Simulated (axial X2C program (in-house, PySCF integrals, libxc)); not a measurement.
## Testing model relations on LiAu⁻

A bond curve at the CCSD(T) level, 2c, was computed with an axial X2C code built on PySCF integrals (basis Au dyall-acv3z [14s15p10d6f4g], Li dyall-av3z [9s9p3d] (cores contracted in-house)) for the state Ω = 1/2 (⟨Sz⟩ = 0.50, ⟨Lz⟩ = 0.00 at HF). Its fit gives Re = 2.4434 Å, ωe = 347.7 cm⁻¹, ωexe = 3.21 cm⁻¹ and αe = 5.672e-03 cm⁻¹; the masses are 196.9666 and 7.0160 u. Two-component means X2C with spin–orbit coupling and atomic mean-field Coulomb and Gaunt terms.

Correlated methods: 13 electrons correlated (number of frozen shells: Au 5 s, 4 p, 2 d, 1 f; Li 1 s), 297 virtual spin orbitals or spinors in MP2, 90 natural virtuals in coupled cluster.

Find the reduced mass, Be and the force constant.

From the CCSD(T) values: μ = 6.7747 u. Be = 16.8576/(μ Re²) = 0.4168 cm⁻¹. k = 5.8918×10⁻⁷ μ ωe² = 0.483 mdyn/Å.

Estimate De from a Morse curve and compare with the computed well depth of 1.356 eV to Au- + Li.

De(Morse) = ωe²/(4ωexe) = 1.167 eV against 1.356 eV computed, a ratio of 0.86. For De the Morse form works well here.

A Morse curve ties αe to the other constants (Pekeris). How well does that hold?

αe(Morse) = 6Be²/ωe × (√(ωexe/Be) − 1) = 5.321e-03 cm⁻¹; the CCSD(T) curve gives 5.672e-03 cm⁻¹, a ratio of 0.94.

Where do the fundamental and the first overtone lie?

ν(1←0) = ωe − 2ωexe = 341.3 cm⁻¹; ν(2←0) = 2ωe − 6ωexe = 676.1 cm⁻¹.

Estimate the centrifugal constant by the Kratzer relation.

D = 4Be³/ωe² = 2.40e-06 cm⁻¹.

One determinant describes the state; a PBE0 search over occupations chose it and may have missed a lower one. De is counted from the lowest determinant-based energies of the atoms at the same level, without counterpoise correction. Coupled cluster ran in a truncated set of natural virtual spinors; the MP2 energy of the rest was added. (T) has no such correction and the atoms are truncated less, which lowers De at CCSD(T) by a hundredth of an eV or more.
